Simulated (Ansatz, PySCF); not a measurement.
This Ansatz (a program for electronic structure) input computes a PBE0/def2-TZVPD energy:

Ansatz 0.2 input:
```yaml
crystal:
  periodic: [false, false, false]
  atoms:
    - {symbol: K, position_ang: [-0.00000000, -0.00000000, -0.73765491]}
    - {symbol: F, position_ang: [0.00000000, 0.00000000, 1.55727147]}
basis:
  gaussian:
    orbitals: def2-TZVPD
hamiltonian:
  xc: {name: PBE0}
total_charge: -1
magnetization: {spin_polarized: true, initial_magnetization: 1}
output: {forces: true}
```

Question: Write an input for the same energy in PySCF and say what it gives.

Answer: 
```python
from pyscf import gto, scf, dft

mol = gto.M(
    atom='''
    K    -0.00000000   -0.00000000   -0.73765491
    F     0.00000000    0.00000000    1.55727147
    ''',
    basis='def2-tzvpd',
    charge=-1,
    spin=1,
    symmetry='C2v',
    verbose=4,
)

mf = dft.UKS(mol, xc='pbe0').density_fit(auxbasis='def2-universal-jkfit')
mf.grids.level = 3
mf.conv_tol = 1e-9
mf.max_cycle = 100
mf.max_memory = 1500
mf.kernel()
if not mf.converged:
    mf = mf.newton()
    mf.kernel(mf.make_rdm1())
mf.analyze()
```
It gives -699.60855 Eh, and Ansatz -699.60842 Eh, a difference of 0.13 mEh, from the treatment of integrals and grids.
